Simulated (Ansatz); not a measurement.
Ideal-gas functions of C$_{2}$H$_{2}$ClFSn (`C#[C][SnH]([F])[Cl]`) at 298.15 K and 1 bar, from an Ansatz frequency run at PBE0-D4/def2-TZVP.

Molar mass 199.2 g/mol, point group C1 (symmetry number 1), electronic degeneracy 1, moments of inertia 172.258, 289.931, 393.663 u Å². Harmonic wavenumbers (cm⁻¹, unscaled): 82, 112, 147, 250, 258, 389, 472, 566, 575, 639, 737, 742, 2018, 2158, 3461.

Use S(trans) = R[1.5 ln M + 2.5 ln T − 1.1517]; rotational temperatures θ = 24.2544 K / I; S(rot) = R[ln(√π/σ · √(T³/θAθBθC)) + 1.5]; for each mode x = 1.438777 ν̃/T, S = R[x/(eˣ − 1) − ln(1 − e⁻ˣ)] and H = RT x/(eˣ − 1); 1 cm⁻¹ = 0.0119627 kJ/mol; R = 8.31446 J/(mol·K).

Q: By hand: the entropy, in J/(mol·K).

A: Translation 174.9. Rotation: θ = 0.1408, 0.0837, 0.0616 K, giving 118.3. Vibration, mode by mode: 16.08, 13.53, 11.34, 7.24, 7.01, 4.20, 3.06, 2.14, 2.07, 1.62, 1.11, 1.09, 0.01, 0.00, 0.00, in all 70.5. Electronic 0.0. Sum 363.7 J/(mol·K).

Q: By hand: H − E and G − E in kJ/mol, counted from the electronic energy.

A: Zero-point energy ½ × 12606 × 0.0119627 = 75.4; thermal vibration 11.4; translation, rotation and pV give 4 RT = 9.9. H − E = 96.7 kJ/mol, and G − E = 96.7 − 298.15 × 363.7/1000 = -11.7 kJ/mol.

Vibration gives 19 % of the entropy, 40.9 J/(mol·K) of it from the modes under 150 cm⁻¹: soft modes count most, and the harmonic formula is weakest for them. The sum counts one conformer and one mirror image; others add a mixing term.
